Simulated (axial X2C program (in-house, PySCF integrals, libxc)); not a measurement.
**Curves of LuCN⁺ from open-shell CI on d0 s1 p(π)0**

Computed with an in-house all-electron X2C program for linear molecules (integrals from PySCF): two-component X2C with atomic mean-field Coulomb and Gaunt terms, basis Lu dyall-v3z, C dyall-v3z, N dyall-v3z (cores contracted in-house). Orbitals come from Hartree–Fock averaged over the configuration Lu d0 s1 p(π)0; CI then distributes these electrons over the d, s, p(π) shells of Lu.

Scan along the Lu–C bond with CN moving as one mass, its bond held at 1.160 Å; masses Lu 174.941 u, C 12.000 u, N 14.003 u. Energies in cm⁻¹ from the lowest point; levels are followed by energy order within each Ω. Lowest level at 2.238 Å: 100% s1.

```csv
R (Å),(1)Ω=1/2,(1)Ω=3/2,(1)Ω=5/2,(2)Ω=1/2,(2)Ω=3/2
2.081,1668,13091,14478,14939,15953
2.160,363,11485,12886,13514,14595
2.238,0,10847,12265,12991,14129
2.328,441,10998,12437,13219,14413
2.417,1546,11841,13302,14096,15336
2.518,3365,13392,14876,15650,16934
2.641,6110,15846,17357,18074,19402
```

**Question.** Fit the curves (1)Ω=1/2, (1)Ω=3/2, (1)Ω=5/2, (2)Ω=1/2, (2)Ω=3/2 near their minima.

**Answer.** From the open-shell CI curves, Te from the lowest:

| level | Te (cm⁻¹) | Re (Å) | ωe (cm⁻¹) |
| --- | --- | --- | --- |
| (1)Ω=1/2 | 0 | 2.236 | 415.0 |
| (1)Ω=3/2 | 10804 | 2.266 | 400.2 |
| (1)Ω=5/2 | 12229 | 2.264 | 401.9 |
| (2)Ω=1/2 | 12974 | 2.256 | 393.8 |
| (2)Ω=3/2 | 14122 | 2.250 | 395.5 |

Without dynamic correlation distances can be off by several hundredths of an Å (long for ionic bonds, short for multiple bonds) and the wavenumbers are rough.

The 5 lowest curves are shown; the next is (3)Ω=1/2, from 18607 cm⁻¹.

There is no dynamic correlation: spin–orbit spacings and, for f shells, spacings inside one term are the most reliable numbers, splittings between terms come out too wide, and energies between configurations are not reliable, so the lowest level need not be the ground state of the molecule. For d shells the ligand-field splittings (σ, π, δ) and their order can be off by a thousand cm⁻¹ or more. At most 6 roots were kept for each Ω > 0 (twice that for Ω = 0) within 3.2 eV of the lowest, so higher up levels can be missing between those listed; levels with Ω > 0 are doubly degenerate and listed once, Ω = 0 levels singly. Some active spinors are only partly of the character that their shell is named for, so the shell names and counts are nominal. States that fill the shells left empty in the average are placed too high. The molecule was held linear; bending was not examined.
